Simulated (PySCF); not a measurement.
Isomers of C6H4F3N, one GFN2-xTB conformer each. Single-point energies are computed at PBE0/pcSseg-1 (PySCF, gas phase, no added dispersion term), electronic only.

Task: Rank them by PBE0/pcSseg-1 energy, lowest first (kJ/mol).
A. 3-(trifluoromethyl)pyridine (`FC(F)(F)c1cccnc1`)
B. `FC(F)(F)c1ccccn1` (2-(trifluoromethyl)pyridine)
C. `FC(F)(F)C1=CC=NC=C1` (4-(trifluoromethyl)pyridine)

Result: A (0.0), C (1.5), B (1.5).

Neighbours under 10 kJ/mol apart (FC(F)(F)c1cccnc1 and FC(F)(F)c1ccncc1; FC(F)(F)c1ccncc1 and FC(F)(F)c1ccccn1) can change places with a better method, another conformer or zero-point energy. GFN2-xTB itself gives, in the same order: 0.0, 1.1, 5.0. Both levels put the same isomer lowest; measured from each level's own lowest isomer, the values differ by up to 3.5 kJ/mol (FC(F)(F)c1ccccn1: 5.0 against 1.5).

Task: Which frontier levels, dipoles and rotational constants go with these structures?

Result: 
```json
{"SMILES": "FC(F)(F)c1cccnc1", "HOMO (eV, PBE0/pcSseg-1)": "-7.92", "LUMO (eV)": "-1.48", "dipole (D)": "2.60", "A, B, C (MHz)": "2919, 955.0, 822.4"}
{"SMILES": "FC(F)(F)c1ccncc1", "HOMO (eV, PBE0/pcSseg-1)": "-7.91", "LUMO (eV)": "-1.61", "dipole (D)": "0.51", "A, B, C (MHz)": "2955, 942.1, 815.6"}
{"SMILES": "FC(F)(F)c1ccccn1", "HOMO (eV, PBE0/pcSseg-1)": "-8.11", "LUMO (eV)": "-1.44", "dipole (D)": "4.33", "A, B, C (MHz)": "2922, 975.7, 837.9"}
```

Task: As an exercise, what shares would exp(−E/RT) give at 500 K from these electronic energies alone (no entropy, no degeneracies)?

Result: RT = 4.157 kJ/mol: FC(F)(F)c1cccnc1 41.7 %, FC(F)(F)c1ccncc1 29.2 %, FC(F)(F)c1ccccn1 29.1 %.
